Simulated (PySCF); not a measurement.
Write Cartesian coordinates for `CC#Cc1cc2c(cc1C)C2` as optimised with PBE0-D3(BJ)/def2-SVP.

```xyz
21
C11H10 angstrom
C      4.0830   -0.3450    0.1242
C      2.6309   -0.3230    0.1463
C      1.4154   -0.3069    0.1659
C     -0.0130   -0.2893    0.1896
C     -0.7139   -1.5241    0.1273
C     -2.0800   -1.3956    0.1579
C     -2.7266   -0.2115    0.2401
C     -2.1000    1.0123    0.3022
C     -0.6897    0.9599    0.2751
C      0.1089    2.2277    0.3363
C     -3.5708   -1.4393    0.1808
H      4.5001   -0.1893    1.1321
H      4.4839    0.4464   -0.5287
H      4.4600   -1.3104   -0.2481
H     -0.1607   -2.4635    0.0623
H     -2.6130    1.9760    0.3678
H      0.7813    2.2327    1.2086
H     -0.5466    3.1073    0.3986
H      0.7516    2.3356   -0.5517
H     -4.0904   -1.7854    1.0874
H     -4.1217   -1.6757   -0.7424
```

Any rigid rotation of these coordinates is as good. Atoms count from 1 in this order. The 11 heavy atoms lie in one plane (0.001 Å rms). The C–C distances run from 1.216 Å (C2≡C3, drawn triple) to 1.500 Å (C9–C10, drawn single), a spread of 0.284 Å. Of the pairs four or more bonds apart, C3···H19 is among the closest relative to their van der Waals radii: 2.82 Å, 97 % of the sum of Bondi's values. The 6-membered ring C4–C5–C6–C7–C8–C9 has internal angles of 114.1° to 124.3° (sum 720°, against 720° for a flat polygon); it is planar, 0.00 Å rms from its mean plane, widest ring torsion 0°.

Bonds between heavy atoms (Å): C1–C2 1.452, C2≡C3 1.216, C3–C4 1.429, C4–C5 1.421, C5–C6 1.372, C6–C7 1.352, C7–C8 1.376, C8–C9 1.412, C9–C10 1.500, C7–C11 1.491, C4–C9 1.423, C6–C11 1.492.

The calculation used PySCF, PBE0-D3(BJ)/def2-SVP geometry optimisation, gas phase.

No frequency check.

The run took about 4 min of CPU time (one thread, shared machine). This is the geometry optimisation.
